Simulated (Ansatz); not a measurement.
The cluster Na₃Br₄, relaxed as a doublet with UKS r2SCAN-D4/def2-SVP in Ansatz, starting from the GFN2-xTB geometry. Force threshold 0.02 eV/Å.

The structure comes from a short search, and lower isomers may exist.

Start:

```xyz
7

Na   -0.1394   -1.5017    1.8396
Na   -1.7974    0.3540   -1.5205
Na    2.5230    1.4947   -0.4092
Br    0.4428    1.7853   -2.0221
Br   -2.1909    0.3410    1.2637
Br   -1.0529   -2.2368   -0.7261
Br    2.2149   -0.2366    1.5747
```

| step | energy (eV) | largest force component (eV/Å) | SCF passes |
| --- | --- | --- | --- |
| 1 | -293401.4174 | 0.287 | 96 |
| 2 | -293401.6687 | 0.300 | 49 |
| 3 | -293401.8143 | 0.196 | 26 |
| 4 | -293401.8388 | 0.151 | 18 |
| 5 | -293401.8544 | 0.033 | 19 |
| 6 | -293401.8561 | 0.011 | 18 |
| 7 | -293401.8564 | 0.001 | 18 |

Force components are those of the run's own axes.

End:

```xyz
7

Na    0.0614   -1.3131    1.7095
Na   -1.5067    0.4613   -1.4724
Na    2.3514    1.3810   -0.3886
Br    0.5323    1.9952   -2.2435
Br   -2.4600   -0.0523    1.1829
Br   -1.4731   -2.2462   -0.5265
Br    2.4949   -0.2259    1.7386
```

By distances, no bond broke or formed. The bond that changes most is Na2–Br6, from 2.81 to 2.87 Å (atoms count from 1). The end is the same structure that another start reached, the lowest one found.

The force fell under the threshold at step 6, but the optimiser went on. No frequencies were taken in this run, so the end may be a saddle point.

Run time 1.7 min (4 threads of Arm Neoverse V1 on a shared host), peak host memory 0.6 GiB.
